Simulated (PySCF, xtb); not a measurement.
WF5, SMILES [F][W]([F])([F])([F])[F] (connectivity only; charge and spin as stated), neutral, multiplicity 2.

Harmonic wavenumbers (cm⁻¹) from GFN2-xTB (xtb) at its own minimum, in rising order: 35, 62, 113, 230, 248, 260, 335, 377, 385, 441, 450, 465.

Q: What does PBE-D3(BJ)/def2-SVP run with PySCF 2.14.0 give at its own minimum? (The exact figures need the calculation; the answer reports its results.)

A: 66, 90, 180, 189, 221, 256, 322, 615, 658, 684, 706, 713. Paired by order, the mean absolute difference is 122 cm⁻¹ and the zero-point energies are 4.9 and 6.7 kcal/mol.
